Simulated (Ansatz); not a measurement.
A structure relaxed at B3LYP-D4/def2-TZVP in Ansatz, charge 0, quintet:

```xyz
3

Cr    0.3604   -0.0388    0.2302
F     0.7036   -0.0614   -1.5122
F    -1.0640    0.1002    1.2820
```

(1) Give its formula, name or SMILES and point group.

(2) Summarise the bond lengths by kind (pairs closer than 1.2 times the sum of covalent radii, bridged metal pairs left out).

Answers

(1) CrF2. Point group C2v (tolerance 0.1 Å).

(2) 2 × Cr–F 1.78 Å. The metal has 2 neighbours: F 1.78 Å, F 1.78 Å.
